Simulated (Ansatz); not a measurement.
C$_{4}$H$_{4}$F$_{6}$OS, SMILES `CS(=O)C(C(F)(F)F)C(F)(F)F`, relaxed with RKS PBE0-D4/def2-TZVP in the Gaussian-basis code of Ansatz from a PBE-D4/def2-SVP geometry. The force threshold is 0.005 eV/Å; the program also tests the step.

Charge 0, multiplicity 1.

Start:

```xyz
16

C     1.411   -1.833   -0.018
S     1.429   -0.028   -0.391
O     2.318    0.601    0.653
C    -0.428    0.252    0.148
C    -1.315    0.133   -1.085
F    -0.991   -0.995   -1.779
F    -2.619    0.039   -0.763
F    -1.158    1.177   -1.919
C    -0.527    1.605    0.859
F     0.042    1.532    2.073
F    -1.825    1.959    1.032
F     0.073    2.584    0.157
H     1.266   -1.948    1.073
H     2.412   -2.204   -0.308
H     0.621   -2.338   -0.604
H    -0.708   -0.536    0.872
```

| step | energy (eV) | largest force (eV/Å) | largest move (Å) |
| --- | --- | --- | --- |
| 1 | -33380.5827 | 1.667 | 0.000 |
| 2 | -33380.6962 | 1.029 | 0.035 |
| 3 | -33380.7307 | 0.122 | 0.038 |
| 4 | -33380.7318 | 0.081 | 0.022 |
| 5 | -33380.7324 | 0.026 | 0.009 |
| 6 | -33380.7326 | 0.023 | 0.009 |
| 7 (rejected) | -33380.7322 | 0.072 | 0.033 |
| 8 | -33380.7329 | 0.014 | 0.017 |
| 9 | -33380.7331 | 0.011 | 0.024 |
| 10 (rejected) | -33380.2162 | 4.104 | 0.065 |
| 11 | -33380.7332 | 0.006 | 0.012 |
| 12 | -33380.7332 | 0.015 | 0.010 |
| 13 | -33380.7332 | 0.004 | 0.003 |

End:

```xyz
16

C     1.389   -1.808   -0.030
S     1.400   -0.042   -0.365
O     2.264    0.557    0.664
C    -0.386    0.249    0.149
C    -1.298    0.121   -1.064
F    -0.971   -0.971   -1.776
F    -2.574   -0.021   -0.706
F    -1.207    1.167   -1.877
C    -0.508    1.608    0.838
F     0.004    1.547    2.061
F    -1.793    1.963    0.960
F     0.111    2.572    0.164
H     1.211   -1.959    1.035
H     2.389   -2.158   -0.289
H     0.646   -2.315   -0.643
H    -0.678   -0.509    0.876
```

It took 2.2 min on 4 threads of an AMD EPYC 7R13 on a shared host and a share of an NVIDIA H100 80 GB, with 1.5 GiB of host memory at the peak.
